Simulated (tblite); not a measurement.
C8H9O (doublet state).
Atom-mapped SMILES: `[CH3:1][O:2][CH2:3][c:4]1[cH:5][cH:6][c:7][cH:8][cH:9]1` (hydrogens: H10, H11, H12 on C1; H13, H14 on C3; H15 on C5; H16 on C6; H17 on C8; H18 on C9)
Bond orders are those of one Lewis drawing.

Computed with GFN2-xTB (tblite), gas phase: L-BFGS steps from a force-field or distance-geometry start until the largest atomic force falls under 0.01 eV/Å.

The end geometry, which sets the zero of energy:
```
atom  x, y, z in Å
C1     -2.2867    0.1615    0.9721
O2     -1.9188   -1.0205    0.3069
C3     -1.1195   -0.7932   -0.8323
C4      0.2583   -0.2634   -0.4994
C5      0.7811    0.8332   -1.1686
C6      2.0511    1.3104   -0.8477
C7      2.7315    0.6675    0.1428
C8      2.2608   -0.4067    0.8390
C9      0.9956   -0.8805    0.5031
H10    -2.8807    0.8126    0.3181
H11    -1.4089    0.7181    1.3202
H12    -2.8880   -0.1387    1.8276
H13    -1.6282   -0.1027   -1.5225
H14    -1.0327   -1.7710   -1.3174
H15     0.2081    1.3238   -1.9435
H16     2.4606    2.1624   -1.3688
H17     2.8324   -0.8813    1.6220
H18     0.5752   -1.7251    1.0300
```

Task: These geometries come from the run, each turned onto the end geometry. Order them by energy, lowest first.
A.
```
atom  x, y, z in Å
C1     -2.3185    0.1557    0.9659
O2     -1.9223   -1.0241    0.3140
C3     -1.1162   -0.7850   -0.8170
C4      0.2585   -0.2471   -0.4816
C5      0.7835    0.8468   -1.1543
C6      2.0659    1.3059   -0.8548
C7      2.7517    0.6537    0.1261
C8      2.2797   -0.4166    0.8286
C9      1.0023   -0.8722    0.5113
H10    -2.9343    0.7776    0.3044
H11    -1.4517    0.7410    1.2924
H12    -2.9024   -0.1436    1.8339
H13    -1.6240   -0.1021   -1.5141
H14    -1.0100   -1.7602   -1.3011
H15     0.2098    1.3485   -1.9214
H16     2.4847    2.1477   -1.3867
H17     2.8610   -0.9079    1.5953
H18     0.5735   -1.7116    1.0404
```
B.
```
atom  x, y, z in Å
C1     -2.4172    0.1525    0.9599
O2     -1.8887   -1.0148    0.3741
C3     -1.1105   -0.7551   -0.7773
C4      0.2905   -0.2452   -0.4637
C5      0.8227    0.8407   -1.1482
C6      2.1106    1.2884   -0.8669
C7      2.8113    0.6295    0.0954
C8      2.3430   -0.4391    0.8002
C9      1.0572   -0.8838    0.5059
H10    -3.0855    0.6695    0.2596
H11    -1.6260    0.8426    1.2777
H12    -2.9969   -0.1388    1.8346
H13    -1.6518   -0.0538   -1.4333
H14    -1.0178   -1.7037   -1.3240
H15     0.2439    1.3451   -1.9113
H16     2.5196    2.1323   -1.3955
H17     2.9333   -0.9299    1.5530
H18     0.6535   -1.7300    1.0415
```
C.
```
atom  x, y, z in Å
C1     -2.3686    0.1574    0.9610
O2     -1.9100   -1.0126    0.3331
C3     -1.1077   -0.7711   -0.8001
C4      0.2701   -0.2353   -0.4704
C5      0.7994    0.8543   -1.1464
C6      2.0920    1.2964   -0.8642
C7      2.7887    0.6288    0.0980
C8      2.3085   -0.4312    0.8095
C9      1.0213   -0.8699    0.5109
H10    -3.0240    0.7337    0.2954
H11    -1.5395    0.7974    1.2848
H12    -2.9380   -0.1678    1.8289
H13    -1.6216   -0.0909   -1.4956
H14    -1.0000   -1.7494   -1.2806
H15     0.2190    1.3641   -1.9030
H16     2.5107    2.1377   -1.3961
H17     2.8925   -0.9277    1.5698
H18     0.5984   -1.7075    1.0465
```
D.
```
atom  x, y, z in Å
C1     -2.4139    0.1525    0.9566
O2     -1.8872   -1.0123    0.3715
C3     -1.1037   -0.7516   -0.7739
C4      0.2867   -0.2421   -0.4647
C5      0.8180    0.8402   -1.1475
C6      2.1076    1.2916   -0.8691
C7      2.8058    0.6279    0.0954
C8      2.3367   -0.4414    0.7992
C9      1.0494   -0.8819    0.5033
H10    -3.0794    0.6752    0.2566
H11    -1.6230    0.8417    1.2714
H12    -2.9871   -0.1585    1.8280
H13    -1.6329   -0.0462   -1.4303
H14    -1.0268   -1.7081   -1.3000
H15     0.2415    1.3430   -1.9074
H16     2.5207    2.1368   -1.4015
H17     2.9325   -0.9341    1.5559
H18     0.6462   -1.7264    1.0381
```
E.
```
atom  x, y, z in Å
C1     -2.4129    0.1594    0.9625
O2     -1.8876   -1.0154    0.3750
C3     -1.1053   -0.7582   -0.7870
C4      0.2706   -0.2446   -0.4726
C5      0.8143    0.8363   -1.1507
C6      2.1009    1.2856   -0.8716
C7      2.8659    0.6511    0.1040
C8      2.3462   -0.4362    0.8011
C9      1.0558   -0.8958    0.5120
H10    -3.0912    0.6653    0.2604
H11    -1.6294    0.8403    1.2815
H12    -3.0084   -0.1269    1.8447
H13    -1.6628   -0.0594   -1.4333
H14    -1.0098   -1.6999   -1.3396
H15     0.2357    1.3546   -1.9258
H16     2.5237    2.1334   -1.3924
H17     2.9393   -0.9327    1.5590
H18     0.6462   -1.7506    1.0544
```

Result: A (0.002 eV), C (0.006 eV), D (0.015 eV), B (0.025 eV), E (0.137 eV).

In the order of the answer:

| step | E above end (eV) | largest force (eV/Å) | rms force component (eV/Å) | rms distance from end (Å) | rms bond change (Å) | bond most changed (Å) |
| --- | --- | --- | --- | --- | --- | --- |
| 35 | 0.002 | 0.05 | 0.020 | 0.031 | 0.001 | C3–H14 -0.001 |
| 26 | 0.006 | 0.04 | 0.013 | 0.075 | 0.001 | C3–C4 +0.001 |
| 6 | 0.015 | 0.13 | 0.043 | 0.115 | 0.001 | C5–H15 -0.003 |
| 3 | 0.025 | 0.22 | 0.069 | 0.118 | 0.003 | C3–C4 +0.010 |
| 0 | 0.137 | 2.11 | 0.442 | 0.121 | 0.014 | C6–C7 +0.030 |

What follows is the cost of the whole relaxation. Hardware: Arm Neoverse V1, one thread, no GPU, shared host with 32 logical CPUs at a one-minute load of 24. Cost: 0.35 s.
